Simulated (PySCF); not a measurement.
# Boron: a sound run and one with changed settings

Sound run: B⁺ [He] 2s2, B²⁺ [He] 2s1. Computed with PySCF 2.14 in jorge-DZP-DKH (4s2p1d, 15 functions), with the spin-free X2C one-electron Hamiltonian (Gaussian nucleus). The sound run starts from symmetry-adapted Hartree-Fock orbitals and uses a fine grid where one is needed.

Changed run: initial guess sap, at most 3 SCF cycles. This setting is unsound on purpose.

```tsv
species	method	sound run (hartree)	changed run (hartree)	converged
B⁺	UHF	-24.24193	-24.24193	no
B⁺	TPSS	-24.35101	-24.35101	no
B⁺	BP86	-24.33409	-24.33409	no
B²⁺	UHF	-23.38063	-23.38063	no
B²⁺	TPSS	-23.44521	-23.44521	no
B²⁺	BP86	-23.42711	-23.42711	no
```

The SCF was stopped early; the energies are upper bounds that still move, and correlated levels were skipped or rest on poor orbitals.
